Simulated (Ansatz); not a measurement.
Compare A (`B1CCN1`) with its isomer B (`BCC=N`).

Calculated with Ansatz (gas phase, PBE0-D4/def2-TZVP geometries, no zero-point term in ΔE). CCSD(T)/CBS adds triple-zeta CCSD(T) − MP2 to the extrapolated MP2 energy (def2 sets, frozen cores). Functionals use def2-TZVPP. B3LYP here is the variant with VWN-RPA as its local correlation; programs differ in this. One conformer a species, not always the lowest.

Question: Which isomer does CCSD(T)/CBS put lower? Give the gap. (Best estimate.)

Answer: Computed: A, by 133.7 kJ/mol.

Question: Give E(B) − E(A) in kJ/mol with MP2/def2-TZVPP, BLYP-D4, B3LYP-D4, ωB97M-V, CCSD(T)/def2-TZVPP, HF/def2-TZVPP, CCSD(T)/def2-SVP. (Estimate.)

Answer: The calculation gave: MP2/def2-TZVPP 141.4, BLYP-D4 115.6, B3LYP-D4 124.3, ωB97M-V 137.7, CCSD(T)/def2-TZVPP 130.9, HF/def2-TZVPP 105.8, CCSD(T)/def2-SVP 142.4. None reverses the order clearly.

Question: Does the order hold for the free energy at 298.15 K (harmonic terms from PBE0-D4)? (Estimate.)

Answer: The calculation gave: Yes: G(B) − G(A) = +115.9 kJ/mol, for one conformer each.

Largest T1 diagnostic: 0.013.

From BLYP to BHLYP (50 % exact exchange), in def2-TZVPP and without D4, E(B) − E(A) moves by +14.3 kJ/mol. Leaving LDA and LC-ωPBE aside and taking each functional with its dispersion term where it has one, the values, not all of them listed here, spread over 33.7 kJ/mol, from BLYP-D4 to PBE-QIDH. LDA lies +33.1 kJ/mol from PBE without D4.
